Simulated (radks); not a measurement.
Cs, configuration [Kr] 4d10 5s2 5p5 6s2 (not the ground configuration).

All-electron calculation, scalar-relativistic Kohn-Sham, PBE, spin-unpolarised, spherical densities, point nucleus. Program: a radial shooting solver on a logarithmic mesh with Libxc functionals.

Energy parts (eV):
part                      energy
total                 -211880.51
kinetic                223248.59
electron-nucleus      -512497.42
Hartree                 82586.59
exchange-correlation    -5218.26

Orbitals (lengths in bohr, moments of r in powers of bohr; r(90%) holds 90 % of the orbital's charge):
orbital  occ.  eigenvalue (eV)  r(90%)      <r^2>      <r^4>
1s          2        -35805.24  0.0470  0.0009250  2.245e-06
2s          2        -5620.611   0.173    0.01483  0.0003777
2p          6        -5042.305   0.160    0.01177  0.0002743
3s          2        -1172.413   0.439     0.1022    0.01583
3p          6        -986.3336   0.445     0.1023    0.01659
3d         10        -713.2940   0.429    0.08839    0.01417
4s          2        -225.1636   0.999     0.5446     0.4336
4p          6        -165.6726    1.08     0.6217     0.5829
4d         10         -79.0768    1.26     0.8128      1.100
5s          2         -30.7108    2.47      3.300      16.19
5p          5         -17.0051    2.96      4.630      33.59
6s          2          -3.1415    7.21      27.55       1165

The highest occupied level is 6s at -3.142 eV. The density falls to 0.001 e/bohr^3 at r = 5.59 bohr. Summed over all electrons, <r^2> = 99.60 bohr^2, which gives a Langevin (diamagnetic) susceptibility term of -78.9 x 10^-6 cm^3/mol.
